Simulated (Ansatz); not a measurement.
Frontier orbitals of CH6AlBGaN.

Z-matrix (Å, degrees):
```
B
Ga 1 2.029
Al 1 2.008 2 109.5
H 1 1.279 2 114.0 3 -72.7
H 1 1.199 2 125.7 3 139.3
H 2 1.602 1 122.8 3 52.4
H 2 1.582 1 124.9 3 -120.3
C 3 2.103 1 102.6 2 -43.0
H 3 1.592 1 149.0 2 -178.2
N 8 1.151 3 171.2 1 41.1
H 10 1.000 8 170.1 3 -12.8
```

Total charge 0; spin multiplicity 1. Correlated methods include outer-core shells of Ga, which these sets cover unevenly. Scalar relativity is left out up to krypton. The bonds changed during the relaxation, so this is another structure than the one it started from. Geometry: relaxed with PBE0-D4/def2-TZVP. It is one conformer, not always the lowest. Basis def2-TZVPP, Ansatz 0.2.0.

Orbital energies of one run (eV). Highest occupied ones, from the top: -5.55, -6.60, -6.89, -8.80, -9.08, -10.63, -12.16, -12.19, -12.67, -14.43, -19.66, -20.24, -20.29, -20.39. Empty: -2.72, -2.17, -1.03, -0.45, 0.52, 0.62.

Problem. Which functional gave them?
A. ωB97X-V
B. revPBE
C. r2SCANh
D. LC-ωPBE

Solution. C. HOMO energies: r2SCANh -5.55, LC-ωPBE -8.20, revPBE -5.02, ωB97X-V -7.93 eV.

LC-ωPBE has ω = 0.4 bohr⁻¹.
